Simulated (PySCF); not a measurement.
**Excitation energy of Nb⁺ by level of theory**

Nb⁺ [Kr] 4d4 (5D) → Nb⁺ [Kr] 4d3 5p1 (high-spin determinant), as a difference of total energies. Calculation: PySCF 2.14, in def2-TZVPPD with the def2 core potential (28 electrons) (6s4p3d2f1g, 56 functions); a scalar-relativistic core potential. Correlated levels: valence: 4s2 4p6 frozen. The calculations carry no spin-orbit coupling.

```csv
method,excitation energy (eV)
UHF,3.961
MP2 (valence),4.245
SCS-MP2 (valence),4.055
CCSD (valence),4.210
CCSD(T) (valence),4.198
```

Problem. How much does correlation contribute at CCSD(T) (valence)?

Solution. 4.198 − (3.961) = 0.237 eV, measured against UHF.

The determinant of the upper state mixes LS terms, which raises its energy above the lowest term, most at the Hartree-Fock and MP2 levels.
